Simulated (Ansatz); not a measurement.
`BOBF` and `OBF` differ in one atom or group.

Ansatz, PBE0-D4/def2-TZVP geometries, multiplicity 1. Each molecule was computed in one conformer, which needn't be the lowest.

| property | `BOBF` |
| --- | --- |
| size of the dipole moment (B3LYP/def2-TZVPP) / D | 1.15 |
| size of the dipole moment (ωB97M-V/def2-TZVPP) / D | 1.12 |
| HOMO–LUMO gap (ωB97M-V/def2-TZVPP) / eV | 12.14 |
| HOMO–LUMO gap (B3LYP/def2-TZVPP) / eV | 7.32 |
| LUMO energy (ωB97M-V/def2-TZVPP) / eV | 0.70 |
| LUMO energy (PBE/def2-TZVPP) / eV | -2.37 |

(1) Give the same properties after the change, and the shifts. (Estimate.)

Results:

(1) The calculation gave: 
```
                                          property  `OBF`  shift
  size of the dipole moment (B3LYP/def2-TZVPP) / D   1.06  -0.09
size of the dipole moment (ωB97M-V/def2-TZVPP) / D   1.09  -0.03
           HOMO–LUMO gap (ωB97M-V/def2-TZVPP) / eV  15.03   2.89
             HOMO–LUMO gap (B3LYP/def2-TZVPP) / eV  10.29   2.97
             LUMO energy (ωB97M-V/def2-TZVPP) / eV   2.18   1.48
                 LUMO energy (PBE/def2-TZVPP) / eV  -0.65   1.72
```

With PBE0 the HOMO falls by 1.37 eV and the LUMO rises by 1.68 eV, so the gap widens by about 3.05 eV. PBE moves the HOMO by -1.16 eV and ωB97M-V by -1.41 eV. The zero-point energy changes by -29.5 kJ/mol with -6 modes. Dipoles are sizes alone; their direction can turn.

B3LYP here is the variant with VWN-RPA as its local correlation; programs differ in this.
